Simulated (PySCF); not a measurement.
**A search over the determinants of SeCl**

Unrestricted PBE0; basis Se 6-31G(d,p), Cl 6-31G(d,p); no relativity; PySCF 2.14. Outer shells of the fragments: Se 3d10 4s2 4p4; Cl 3s2 3p5.

Followed along the bond (rough minima from three points):

```csv
2Ms+1,unpaired,⟨S²⟩ at the start,R at minimum (Å),Te (eV)
2,π ↑,0.75,2.14,0.00
4,"σ ↑, π ↑↑",3.75,none in the scan,≤ 1.66
```

Solutions found at the starting distance of 2.085 Å, counted from the lowest of them; the search is not exhaustive and high or unbound solutions are not listed, so other states can lie among these:

```tsv
2Ms+1	unpaired	term	E (eV)	⟨S²⟩	⟨Lz²⟩	μ (D)
2	π ↑	²Π	0.00	0.75	1.00	-0.60
4	σ ↑, π ↑↑	⁴Σ⁻	2.35	3.75	0.00	-1.00
2	σ ↓, π ↑↑	mixed	2.94	1.76	0.00	-0.84
2	σ ↑, π ↑↓	mixed	2.95	1.76	2.01	-0.76
2	σ ↑	mixed	3.91	0.75	2.00	-0.36
4	σ ↑, π ↑↑	mixed	6.19	3.75	2.01	3.01
4	σ ↑↑, π ↑	⁴Π	6.72	3.75	1.01	0.77
2	π ↑	²Π	7.51	0.78	1.01	-0.24
```

A term symbol is given only where ⟨S²⟩ and ⟨Lz²⟩ are close to those of a pure state; real π, δ and φ orbitals otherwise mix terms. A positive dipole means Se(−)Cl(+).

Spin–orbit coupling is left out. Counting both spins, an empty level lies below a filled one in some of these solutions, because spin and occupation are held.
